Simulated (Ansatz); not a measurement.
Basis-set extrapolation for `N=C([SiH3])CN` (PBE0-D4/def2-TZVP geometry, frozen core, the Gaussian-basis code of Ansatz). Multiplicity 1, RHF reference.

```
                      def2-TZVPP   def2-QZVPP
                 HF  -478.278156  -478.296054
    MP2 correlation    -0.876254    -0.936004
CCSD(T) correlation    -0.963157      not run
```

Energies in hartree. Use E(X) = E(∞) + A·exp(−7.88·√X) for Hartree–Fock and E(X) = E(∞) + B·X^(−2.97) for correlation, with X = 3 and 4, and add CCSD(T) minus MP2 of the smaller set to the MP2 limit.

Question: What is the CCSD(T) energy at the basis-set limit?

Answer: HF limit: -478.296054 + (-0.017898) × 0.13774 = -478.29852. MP2 limit: -0.936004 + (-0.059750) × 0.74074 = -0.98026. Higher-order term: -0.963157 − (-0.876254) = -0.08690. Total: -479.36568 hartree, 326.5 kJ/mol below CCSD(T)/def2-TZVPP.
